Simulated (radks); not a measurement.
The numbers below are computed, except where a source is named.
Task: Neutral rhenium, 75 electrons, occupied as [Xe] 4f14 5d4 6s2 6p1 (not the ground configuration). Level of theory: scalar-relativistic Kohn-Sham, r2SCAN, spin-polarised, spherical densities, finite nucleus; open shells are filled with parallel spins first (spin-orbit coupling, left out, can overturn this in heavy ions); meta-GGA in the generalised Kohn-Sham scheme; Fermi nuclear charge, rms radius 5.3698 fm (a radial shooting solver on a logarithmic mesh with Libxc functionals). Some entries of the table are withheld. Estimate them.

| orbital | occ. | eigenvalue (eV) | r(max) (bohr) | <1/r> (bohr^-1) |
|---|---|---|---|---|
| 1s down | 1 | -71734.97 | 0.01124 | 88.72 |
| 1s up | 1 | -71734.96 | 0.01124 | 88.72 |
| 2s up | 1 | -12467.65 | 0.06450 | 20.78 |
| 2s down | 1 | -12467.33 | 0.06450 | 20.78 |
| 2p up | 3 | -10879.16 | 0.05303 | 18.75 |
| 2p down | 3 | -10878.91 | 0.05303 | 18.75 |
| 3s up | 1 | -2899.765 | 0.1818 | 7.707 |
| 3s down | 1 | -2899.743 | 0.1818 | 7.707 |
| 3p up | 3 | -2429.180 | 0.1802 | 7.094 |
| 3p down | 3 | -2429.131 | 0.1802 | 7.094 |
| 3d up | 5 | -1894.569 | 0.1470 | 6.689 |
| 3d down | 5 | -1894.390 | 0.1470 | 6.688 |
| 4s up | 1 | -614.3532 | 0.4126 | 3.270 |
| 4s down | 1 | -614.1035 | 0.4127 | 3.269 |
| 4p up | 3 | -459.3066 | 0.4329 | 2.971 |
| 4p down | 3 | -459.0910 | 0.4330 | 2.970 |
| 4d up | 5 | -263.7452 | 0.4433 | 2.646 |
| 4d down | 5 | -263.4833 | 0.4434 | 2.646 |
| 5s up | 1 | -92.2263 | 0.9402 | 1.284 |
| 5s down | 1 | -90.0164 | 0.9357 | 1.299 |
| 5p up | 3 | -53.5323 | 1.062 | 1.086 |
| 5p down | 3 | -50.5134 | 1.053 | 1.104 |
| 4f up | 7 | (1) | 0.4181 | 2.160 |
| 4f down | 7 | (2) | 0.4180 | 2.169 |
| 5d up | 4 | -9.9429 | 1.395 | 0.7287 |
| 6s up | 1 | -8.8313 | 2.448 | 0.4468 |
| 6s down | 1 | -6.5329 | 2.586 | 0.4083 |
| 5d down | 0 | -6.1891 | 1.370 | 0.7164 |
| 6p up | 1 | -2.8050 | 3.255 | 0.3181 |
| 6p down | 0 | -1.3865 | 3.434 | 0.3034 |

Result: 
(1) 4f up eigenvalue (eV): -47.1551
(2) 4f down eigenvalue (eV): -46.6493
